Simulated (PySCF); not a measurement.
## How methods differ on the excitation energy of Re²⁺

Re²⁺ [Xe] 4f14 5d5 (6S) → Re²⁺ [Xe] 4f14 5d4 6p1 (high-spin determinant), as a difference of total energies. Calculation: PySCF 2.14, in def2-QZVPPD with the def2 core potential (60 electrons) (7s6p4d4f2g, 91 functions); a scalar-relativistic core potential. Correlated levels: valence: 5s2 5p6 frozen; valence and next inner shell: nothing frozen outside the core potential. The calculations carry no spin-orbit coupling.

```
                                method  excitation energy (eV)
                                   UHF                   9.619
                                   LDA                   9.395
                                   PBE                   9.392
                                  PBE0                   9.604
                                r2SCAN                   9.591
                                  BLYP                   9.217
                                  BP86                   9.346
                               r2SCAN0                   9.742
                                 HSE06                   9.561
                         MP2 (valence)                   9.840
                     SCS-MP2 (valence)                   9.693
    MP2 (valence and next inner shell)                   9.831
SCS-MP2 (valence and next inner shell)                   9.750
```

How much does correlation contribute at MP2 (valence and next inner shell)?

9.831 − (9.619) = 0.212 eV, measured against UHF.

The determinant of the upper state mixes LS terms, which raises its energy above the lowest term, most at the Hartree-Fock and MP2 levels.
